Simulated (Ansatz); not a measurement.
`C[O][Ge][S]C` + H–F → `C[O][Ge][F]` + CH₃SH at 400 K and 1 bar (ligand exchange at a Ge–S bond).

Program: Ansatz. Geometries: PBE0-D4/def2-TZVP. ΔE: electronic, gas phase. CBS: MP2 limit from def2 TZ/QZ plus the TZ coupled-cluster correction, frozen cores. This one scheme is used for every species. For Ge outer-core shells are correlated without core-valence functions, which leaves a few kJ/mol of doubt a bond. Scalar relativity is left out up to krypton. One conformer a species, not always the lowest.

```
       species  CCSD(T)/CBS energy (Eh)  H − E (kJ/mol)  S (J/(mol·K))
`C[O][Ge][S]C`              -2628.80748           248.5          417.2
           H–F               -100.39570            36.5          182.2
 `C[O][Ge][F]`              -2290.98541           140.3          344.7
         CH₃SH               -438.22835           138.7          269.4
```

H − E and S are ideal-gas, rigid-rotor, harmonic terms from PBE0-D4/def2-TZVP, for one conformer and one mirror image of each species. 1 Eh = 2625.50 kJ/mol, R = 8.31446 J/(mol·K).

Question: By hand: ΔE, ΔH, ΔS and ΔG.

Answer: ΔE = (-2290.98541) + (-438.22835) − (-2628.80748) − (-100.39570) = -0.01058 Eh = -27.8 kJ/mol. Δ(H − E) = 140.3 + 138.7 − 248.5 − 36.5 = -6.0, so ΔH = -33.8 kJ/mol. ΔS = 344.7 + 269.4 − 417.2 − 182.2 = 14.7 J/(mol·K). ΔG = -33.8 − 400 × (14.7)/1000 = -39.7 kJ/mol.

Question: By hand: the equilibrium constant, and the temperature at which ΔG would vanish if ΔH and ΔS stayed fixed.

Answer: log₁₀ K = −ΔG/(RT ln 10) = 5.2. ΔH and −TΔS have one sign here, so there is no such temperature.

The number of gas molecules stays the same, so ΔS is small and ΔH decides. A doubt of 5 kJ/mol in ΔE shifts log₁₀ K by 0.7 here. Other conformers and mirror images would add mixing entropy, several J/(mol·K) or more a flexible species. These are equilibria of isolated gas molecules and say nothing of rates. Largest T1 diagnostic: 0.015 (customary marks: 0.02 for closed shells, 0.045 for open ones).
